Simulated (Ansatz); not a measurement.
Calculation: B3LYP-D3(BJ)/def2-TZVP run with Ansatz (an electronic-structure program). No frequencies were computed at this level.

Ansatz 0.2 input:
```yaml
crystal:
  periodic: [false, false, false]
  atoms:
    - { symbol: C, position_ang: [-2.387269, 0.619588, 0.110684] }
    - { symbol: C, position_ang: [-1.067489, 0.526653, -0.018943] }
    - { symbol: C, position_ang: [-0.355384, -0.729877, 0.04434] }
    - { symbol: C, position_ang: [0.96101, -0.911368, -0.075148] }
    - { symbol: C, position_ang: [2.00557, 0.128778, -0.300731] }
    - { symbol: H, position_ang: [-3.001471, -0.251635, 0.271997] }
    - { symbol: H, position_ang: [-2.901473, 1.564141, 0.060875] }
    - { symbol: H, position_ang: [-0.485773, 1.423521, -0.179647] }
    - { symbol: H, position_ang: [-0.982446, -1.598267, 0.206703] }
    - { symbol: H, position_ang: [1.349661, -1.920213, -0.004933] }
    - { symbol: H, position_ang: [2.54606, -0.085815, -1.22327] }
    - { symbol: H, position_ang: [1.588806, 1.128466, -0.366954] }
    - { symbol: H, position_ang: [2.730193, 0.106027, 0.513922] }
basis:
  gaussian: { orbitals: def2-tzvp }
hamiltonian:
  xc: b3lyp
  dispersion: d3bj
relax:
  max_steps: 150
```

Output:

```
Functional definition: B3LYP
1252 factors; their error is unknown
mean field evaluation 1: about -5304.5969 eV, gradient 7.1e1 eV
mean field evaluation 2: about -5299.6133 eV, gradient 8.1e1 eV
mean field evaluation 4: about -5316.6888 eV, gradient 7.7e0 eV
mean field evaluation 8: about -5316.8249 eV, gradient 2.0e-1 eV
mean field evaluation 16: about -5316.7986 eV, gradient 4.8e-4 eV
mean field -5316.79861750 eV, -195.3887453376 hartree, gradient 1.8e-5 eV, S^2 0.000000; 0 other end points of the search recorded, 0 dependent functions left out
reference -5316.79889766 eV, -195.3887556332 hartree; 19, 19 occupied and 184, 184 virtual orbitals, 1252 factors
relax step   1: F+E_penalty+E_count = -5317.22582612 eV  Δ(F+E_penalty+E_count) = +0.000e0 eV  max|allowed force component| = 1.953e-1 eV/Å  Δτ_max = 0.0000 Å  (31 SCF iters, accepted)
these checks for a lower state are left out or cut short: starts, cluster_reference, orbital_swaps, neighbouring_geometries, increment
1252 factors; their error is unknown
mean field -5316.80839365 eV, -195.3891046045 hartree, gradient 1.5e-5 eV, S^2 0.000000; 0 other end points of the search recorded, 0 dependent functions left out
reference -5316.80867459 eV, -195.3891149288 hartree; 19, 19 occupied and 184, 184 virtual orbitals, 1252 factors
relax step   2: F+E_penalty+E_count = -5317.23422738 eV  Δ(F+E_penalty+E_count) = -8.401e-3 eV  max|allowed force component| = 1.045e-1 eV/Å  Δτ_max = 0.0141 Å  (34 SCF iters, accepted)
these checks for a lower state are left out or cut short: starts, cluster_reference, orbital_swaps, neighbouring_geometries, increment
1252 factors; their error is unknown
mean field evaluation 32: about -5316.8098 eV, gradient 4.2e-4 eV
mean field -5316.80978185 eV, -195.3891556198 hartree, gradient 1.5e-5 eV, S^2 0.000000; 0 other end points of the search recorded, 0 dependent functions left out
reference -5316.81006305 eV, -195.3891659539 hartree; 19, 19 occupied and 184, 184 virtual orbitals, 1252 factors
relax step   3: F+E_penalty+E_count = -5317.23523532 eV  Δ(F+E_penalty+E_count) = -1.008e-3 eV  max|allowed force component| = 2.823e-2 eV/Å  Δτ_max = 0.0093 Å  (33 SCF iters, accepted)
these checks for a lower state are left out or cut short: starts, cluster_reference, orbital_swaps, neighbouring_geometries, increment
1252 factors; their error is unknown
mean field -5316.80984664 eV, -195.3891580009 hartree, gradient 1.5e-5 eV, S^2 0.000000; 0 other end points of the search recorded, 0 dependent functions left out
reference -5316.81012784 eV, -195.3891683346 hartree; 19, 19 occupied and 184, 184 virtual orbitals, 1252 factors
relax step   4: F+E_penalty+E_count = -5317.23527878 eV  Δ(F+E_penalty+E_count) = -4.346e-5 eV  max|allowed force component| = 6.909e-3 eV/Å  Δτ_max = 0.0019 Å  (33 SCF iters, accepted)
1252 factors; their error is unknown
mean field evaluation 64: about -5316.8099 eV, gradient 6.5e-3 eV
mean field -5316.80984664 eV, -195.3891580009 hartree, gradient 1.5e-5 eV, S^2 0.000000; 1 other end points of the search recorded, 0 dependent functions left out
reference -5316.81012784 eV, -195.3891683346 hartree; 19, 19 occupied and 184, 184 virtual orbitals, 1252 factors
Total energy: -5317.23555997 eV, -195.4048026773 hartree
Atom 0 at    -2.397769     0.626386     0.111046 Å, force    -0.001944    -0.002989     0.000536 eV/Å
Atom 1 at    -1.073103     0.519263    -0.017532 Å, force     0.002508    -0.006909     0.000497 eV/Å
Atom 2 at    -0.356167    -0.740990     0.045650 Å, force    -0.004871     0.006667    -0.000220 eV/Å
Atom 3 at     0.965432    -0.918870    -0.074788 Å, force     0.005186     0.005186    -0.001122 eV/Å
Atom 4 at     2.008022     0.128561    -0.300967 Å, force    -0.000916    -0.002170     0.000337 eV/Å
Atom 5 at    -3.020777    -0.245862     0.273406 Å, force     0.000671     0.003052    -0.000408 eV/Å
Atom 6 at    -2.898847     1.583526     0.058456 Å, force     0.003499    -0.000898    -0.000272 eV/Å
Atom 7 at    -0.492740     1.421000    -0.178630 Å, force    -0.001088     0.000228     0.000090 eV/Å
Atom 8 at    -0.973668    -1.619678     0.208137 Å, force     0.002111    -0.000100    -0.000213 eV/Å
Atom 9 at     1.340013    -1.935425    -0.002230 Å, force    -0.001658     0.000366     0.000135 eV/Å
Atom 10 at     2.560133    -0.071426    -1.224196 Å, force    -0.001260    -0.000577     0.000961 eV/Å
Atom 11 at     1.595645     1.133561    -0.368242 Å, force    -0.000819    -0.001114     0.000210 eV/Å
Atom 12 at     2.743820     0.119952     0.508786 Å, force    -0.001418    -0.000742    -0.000531 eV/Å
Dipole moment:     0.121176     0.007528    -0.013675 e Å
```

Cost: very roughly 40 core-seconds.
